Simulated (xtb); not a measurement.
Input file for xtb: GFN1-xTB on C2H3N (SMILES CC#N).

```
$ xtb mol.xyz --gfn 1 --sp --chrg 0 --uhf 0
6

C     -0.28641491     0.48113615     5.35599881
C     -0.17655682     0.20074012     3.93470178
N     -0.08914837    -0.02153158     2.81219262
H     -0.48580953     1.54120085     5.51334125
H     -1.10065078    -0.09991404     5.78928534
H      0.64317423     0.21778310     5.86081117
```

The head of its log:

```
[...]
           -------------------------------------------------
          |                Calculation Setup                |
           -------------------------------------------------



           -------------------------------------------------
          |                 G F N 1 - x T B                 |
           -------------------------------------------------

        Reference                      10.1021/acs.jctc.7b00118
      * Hamiltonian:
        H0-scaling (s, p, d)           1.850000    2.250000    2.000000
        zeta-weighting                 0.000000
      * Dispersion:
        s8                             2.400000
        a1                             0.630000
        a2                             5.000000
        s9                             0.000000
      * Repulsion:
        kExp                           1.500000
        rExp                           1.000000
      * Coulomb:
        alpha                          2.000000
        third order                    atomic
        anisotropic                    false
      * Halogen bond correction:
        rad-scale                      1.300000
        damping                        0.440000


          ...................................................
          :                      SETUP                      :
          :.................................................:
          :  # basis functions                  18          :
          :  # atomic orbitals                  18          :
          :  # shells                           12          :
          :  # electrons                        16          :
          :  # halogen bonds                     0          :
          :  max. iterations                   250          :
          :  Hamiltonian                  GFN1-xTB          :
          :  restarted?                      false          :
          :  GBSA solvation                  false          :
          :  PC potential                    false          :
          :  electronic temp.          300.0000000     K    :
          :  accuracy                    1.0000000          :
          :  -> integral cutoff          0.2500000E+02      :
          :  -> integral neglect         0.1000000E-07      :
          :  -> SCF convergence          0.1000000E-05 Eh   :
          :  -> wf. convergence          0.2000000E-04 e    :
          :  Broyden damping             0.4000000          :
          :  net charge                          0          :
          :  unpaired electrons                  0          :
          ...................................................

 iter      E             dE          RMSdq      gap      omega  full diag
   1     -9.1576484 -0.915765E+01  0.809E+00    7.26       0.0  T
   2     -9.1626504 -0.500194E-02  0.491E+00    7.14       1.0  T
```

**Question.** What total energy does the run end on?

**Answer.** -8.9974 hartree.
